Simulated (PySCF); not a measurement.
## Vertical excitation energies

Species: C₇H₅FO.
SMILES: `O=CC1=CC=CC(F)=C1`

The calculation used TDDFT wB97X-D/def2-SVPD, vertical, gas phase, core orbitals frozen in the response (PySCF). One conformer (not necessarily the lowest) at the PBE0-D3(BJ)/def2-SVP geometry, without solvent, vibrations or thermal averaging. Torsions of this conformer, `[O:1]=[CH:2][c:3]1[cH:4][cH:5][cH:6][c:7]([F:8])[cH:9]1`: O1–C2–C3–C4 0°.

```csv
state,E (eV),E (hartree),f,symmetry,"main configurations (H = HOMO, L = LUMO)"
S1,3.87,0.1423,0.0002,–,"H-1→L (89%), H-1→L+3 (9%)"
S2,4.83,0.1777,0.043,A′,"H→L (75%), H-2→L (10%), H-2→L+1 (8%)"
S3,5.45,0.2003,0.199,A′,"H-2→L (66%), H→L (16%), H→L+1 (15%)"
S4,6.54,0.2402,0.399,A′,"H→L+1 (66%), H-2→L (20%)"
S5,6.72,0.2469,0.0007,–,H-1→L+1 (93%)
S6,6.82,0.2506,0.327,A′,"H-2→L+1 (77%), H→L+1 (8%)"
S7,7.23,0.2659,0.0007,–,"H-3→L (67%), H-1→L+3 (20%)"
S8,7.59,0.2789,0.0008,–,"H-5→L (66%), H-1→L+3 (21%)"
S9,7.73,0.2839,0.0003,–,"H→L+2 (77%), H→L+5 (10%)"
S10,7.77,0.2855,0.0000,–,"H-1→L+3 (40%), H-5→L (27%), H-3→L (22%)"
```

Triplets (Tamm–Dancoff): T1 3.38 eV, H-1→L (87%), H-1→L+3 (12%); T2 3.66 eV, H→L (62%), H-2→L (24%); T3 4.13 eV, H-2→L (55%), H→L (31%); T4 4.61 eV, H→L+1 (75%), H-2→L (13%).

The lowest singlet lies at 3.87 eV (320 nm, ultraviolet) and is dark (f under 0.0005); its leading configuration is HOMO-1→LUMO (89%). The strongest level in the table is S4 at 6.54 eV (190 nm, f = 0.399). Löwdin shares by element: HOMO carbon 54% or more, fluorine 11% (atoms not listed hold the other 35%); LUMO carbon 46% or more, oxygen 19% (atoms not listed hold the other 35%). The oscillator strengths of these states sum to 0.971; summed over the whole spectrum of an exact calculation they would give the number of electrons, 64 (Thomas–Reiche–Kuhn). The listed states span 3.90 eV, and the widest gap between neighbours is 1.08 eV (S3 to S4). Weighted by f, the mean energy of these states is 6.33 eV. All these states lie below the vertical ionisation energy of 9.62 eV (ΔSCF). Symmetry labels in Cs follow from the direction of the transition dipole and are given only for states with f of 0.002 or more. The window holds the lowest 10 singlets.

On one thread, Arm Neoverse V1, no GPU (shared host), this took 3.8 min wall.
